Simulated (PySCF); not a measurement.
**Ni⁺: excitation energy**

Ni⁺ [Ar] 3d9 (2D) → Ni⁺ [Ar] 3d8 4s1, s spin flipped, as a difference of total energies. All numbers are calculated (PySCF 2.14, the non-relativistic Hamiltonian (point nucleus), in def2-QZVPPD (11s6p5d4f2g, 100 functions)). Correlated levels: valence: [Ar] frozen; valence and next inner shell: [Ne] frozen. The calculations carry no spin-orbit coupling.

```csv
method,excitation energy (cm⁻¹)
UHF,-2626.0
LDA,18912
PBE,15829
PBE0,12668
r2SCAN,10007
BLYP,14684
B3LYP,12686
B2PLYP,13343
BP86,15838
MP2 (valence),17528
SCS-MP2 (valence),15572
MP2 (valence and next inner shell),22134
SCS-MP2 (valence and next inner shell),19274
```

The upper determinant mixes two multiplicities, so it lies between the two terms.
